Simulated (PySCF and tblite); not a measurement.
Results of a calculation; reference values are marked as such.
C₅H₃N₃O, numbered as in [CH:1]#[C:2][c:3]1[n:4][o:5][c:6]([N:7]=[CH2:8])[n:9]1. Search: ETKDG, MMFF94s, GFN2-xTB, 90 starts; geometries at GFN2-xTB. Weights use B3LYP-D3(BJ)/def2-SVP (IEF-PCM, tetrahydrofuran) energies plus GFN2-xTB zero-point and thermal terms (modes under about 100 cm⁻¹ blended into free rotors). Symmetry numbers and mirror images are counted. Conformers within 2.5 kcal/mol (GFN2-xTB free energy) were kept, 4 at most. GIAO shieldings: WP04/pcSseg-1 (IEF-PCM, tetrahydrofuran). Shifts are against TMS (¹H), TMS (¹³C) at the same level. Programs: PySCF with density fitting and tblite.

Torsions listed: O5–C6–N7–C8. Of a mirror pair one member is shown.

```tsv
conformer	shape	point group	mirror pair	ΔE(DFT)	Δ(G−E) at 250 K	δ C6 (ppm)
1	141°	C1	yes	0.00	0.00	188.7
2	46°	C1	yes	0.64	-0.02	186.5
```

Energies in kcal/mol; the thermal term leaves out symmetry numbers and mirror images.

Work out the weights at 250 K and the ¹³C shift of C6 under fast exchange.

RT = 0.497 kcal/mol. Each conformer gets RT ln(σ/g), with σ the rotational symmetry number and g = 2 for a mirror pair: 1: σ = 1, g = 2, G = 0.00 + 0.00 − 0.34 = -0.34, 0.00 above the lowest, exp(−ΔG/RT) = 1.000; 2: σ = 1, g = 2, G = 0.64 − 0.02 − 0.34 = 0.27, 0.61 above the lowest, exp(−ΔG/RT) = 0.292. The sum is 1.292, so the weights are 77.4, 22.6 %. The averaged shift is 188.2 ppm. At 298.15 K it is 188.1 ppm. At 298.15 K the leading conformer alone gives 188.7 ppm and bare DFT energies give 188.1 ppm.


Conformer gaps in def2-SVP on xTB geometries can be 2 kcal/mol too large for S=O, P=O and other polar bonds.